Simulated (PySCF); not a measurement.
ClGe₂H₅, SMILES [GeH2]([GeH3])[Cl].

Geometry: PBE0-D3(BJ)/def2-SVP. The structure was generated by enumeration, and PubChem lists no compound with its InChIKey, so it may never have been made.

Two levels are set side by side: PBE/def2-TZVPD (PySCF) and CAM-B3LYP/def2-TZVPD (PySCF). Same geometry, gas phase. Differences are taken from unrounded values.

```
quantity                     CAM-B3LYP    PBE  PBE minus CAM-B3LYP
---------------------------  ---------  -----  -------------------
orbital gap (eV)                  9.49   5.30                -4.18
highest occupied level (eV)      -9.37  -6.94                 2.42
lowest empty level (eV)           0.12  -1.64                -1.76
dipole moment (D)                 2.23   2.05                -0.18
mean polarisability (bohr³)       81.2   84.8                  3.6
```

PBE's occupied levels lie high since its potential decays too fast outside the molecule; exact exchange lowers them and widens the gap. PBE's more diffuse valence density responds more strongly to a field. Differences between two approximate levels are no errors against the true value.

Rough cost on one machine, each run with all the roots and properties that it gave: CAM-B3LYP against PBE within a factor of 2.
